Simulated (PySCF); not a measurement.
# Reading the logs of faulty runs: AlCH4O2

All numbers below are calculated, not measured. They come from PySCF 2.14.0, an open-source quantum chemistry program, on an isolated molecule that a program drew, which may never have been made. The molecule is AlCH4O2 (charge 0, doublet), drawn as the SMILES string `O[CH2][Al][OH]`.

Each row is a Hartree-Fock (HF) and frozen-core CCSD(T) single point in the cc-pV(D+d)Z basis, meant for a local HF minimum. Run 1 is clean. Each other run has one planted mistake out of seven kinds, and not every kind appears here: one electron removed, one electron added, multiplicity raised by two, geometry at a saddle point, minimal basis STO-3G, one bond length entered in bohr, all coordinates scaled. The reference is restricted for singlets and unrestricted otherwise, and also for a bond in bohr. Adding or removing an electron swaps singlet and doublet. Electrons count all cores. HOMO and LUMO are orbital energies over both spins, the gradient is its largest component, and the lowest frequency (negative if imaginary) is given only where the gradient is small. Bond lengths are over the 7 bonds as drawn. T1 is the CCSD diagnostic: over 0.02 (restricted) or 0.045 (unrestricted) a single reference is doubtful.

Geometry of the clean run:
```xyz
8
AlCH4O2, angstrom
O    -2.5453    1.4899   -1.6138
C    -1.7688    0.6061   -0.8272
Al   -2.8502    0.0826    0.7733
O    -2.1511   -0.9814    1.8945
H    -2.0538    1.7518   -2.3779
H    -0.8277    1.0782   -0.5065
H    -1.4834   -0.2910   -1.3975
H    -1.3063   -1.3993    1.9150
```

| run | electrons | basis functions | <S^2> | HOMO (eV) | LUMO (eV) | gradient (hartree/bohr) | lowest frequency (cm^-1) | mean bond (Å) | longest bond (Å) | T1 | HF (hartree) | CCSD(T) (hartree) | mistake |
|---|---|---|---|---|---|---|---|---|---|---|---|---|---|
| 1 | 39 | 85 | 0.756 | -8.07 | 1.51 | 7.6e-06 | 38 | 1.3146 | 2.001 | 0.0146 | -431.85767 | -432.46034 | no fault |
| 2 | 39 | 85 | 0.761 | -8.49 | 1.05 | 5.9e-02 | - | 1.4080 | 2.143 | 0.0168 | -431.82486 | -432.44334 | all coordinates scaled |
| 3 | 39 | 28 | 0.756 | -4.97 | 7.24 | 6.6e-02 | - | 1.3146 | 2.001 | 0.0154 | -426.38418 | -426.56057 | ? |
| 4 | 39 | 85 | 3.758 | -5.03 | -1.67 | 1.3e-01 | - | 1.3146 | 2.001 | 0.0283 | -431.67657 | -432.25885 | ? |

**Which mistake was planted in run 3, and what did it cost?**

It has 28 basis functions where the clean run has 85, with the same electrons and geometry. So the mistake is: minimal basis STO-3G. Subtracting run 1 and multiplying by 627.51 kcal/mol a hartree, the energy moved by 3434.7 kcal/mol in HF and 3702.2 kcal/mol in CCSD(T).

**Which mistake was planted in run 4, and what did it cost?**

Electrons, basis and geometry are unchanged, and <S^2> is 3.758, beside S(S+1) = 3.75 for a multiplicity of 4. So the mistake is: multiplicity raised by two. Subtracting run 1 and multiplying by 627.51 kcal/mol a hartree, the energy moved by 113.6 kcal/mol in HF and 126.4 kcal/mol in CCSD(T).

